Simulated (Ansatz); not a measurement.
C2H3BO2, SMILES `O=C1CBO1`, relaxed with RKS PBE0-D4/def2-TZVP in Ansatz 0.2.0 from a PBE-D4/def2-SVP geometry. The force threshold is 0.005 eV/Å; the program also tests the step.

Total charge 0; spin multiplicity 1.

Start:

```xyz
8

O    -1.236   -1.053    1.540
C    -0.688   -0.484    0.648
C     0.708    0.028    0.284
B    -0.097    0.476   -1.011
O    -1.316   -0.034   -0.568
H     1.096    0.802    0.977
H     1.470   -0.773    0.198
H     0.064    1.038   -2.068
```

Question: By how much does the energy fall, and how many steps does the optimiser take? (An estimate is asked.)

Answer: Ansatz gave: 1.05 kcal/mol, in 8 steps.

Question: Which bonds change most? (An estimate is asked.)

Answer: Ansatz gave: C2–O5 from 1.440 to 1.411 Å; B4–H8 from 1.208 to 1.187 Å; C3–H7 from 1.109 to 1.091 Å; C3–H6 from 1.109 to 1.091 Å.

Question: Give the relaxed structure. (Estimate.)

Answer: The calculation gave: 
```xyz
8

O    -1.219   -1.041    1.521
C    -0.683   -0.477    0.637
C     0.704    0.028    0.281
B    -0.093    0.474   -1.004
O    -1.300   -0.036   -0.553
H     1.079    0.791    0.965
H     1.449   -0.765    0.196
H     0.063    1.025   -2.043
```
